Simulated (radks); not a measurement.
Values are calculated unless marked as measured or tabulated.
The carbon anion C4-, [Ne], held by a Watson sphere: a shell of charge +4 at radius R that stands for the Madelung well of a crystal (potential energy -4/R inside, -4/r outside, in hartree with lengths in bohr). Level of theory: non-relativistic Kohn-Sham, LDA (Slater exchange, Perdew-Wang correlation), spin-unpolarised, spherical densities, point nucleus (a radial shooting solver on a logarithmic mesh with Libxc functionals). Response by self-consistent Sternheimer equations with the Hartree and adiabatic LDA kernel. The sphere does not respond.

R (bohr)  e(1s) (eV)  e(2s) (eV)  e(2p) (eV)  <r> 2p (bohr)  sum of <r^2> (bohr^2)  X-ray form factor at sin(theta)/lambda = 0.1 1/angstrom  alpha (bohr^3)
2.51         -264.39     -13.747      -6.291          2.271                  47.09                                                    7.299           44.20
2.68         -264.75     -13.162      -5.894          2.368                  50.95                                                    7.143           53.10
2.78         -264.93     -12.850      -5.677          2.426                  53.29                                                    7.053           59.05
2.93         -265.17     -12.422      -5.376          2.513                  56.91                                                    6.920           69.05
3.43         -265.74     -11.314      -4.543          2.807                  69.94                                                    6.504           113.6
3.51         -265.81     -11.177      -4.432          2.855                  72.18                                                    6.441           122.5
3.62         -265.89     -11.003      -4.288          2.922                  75.32                                                    6.358           135.7
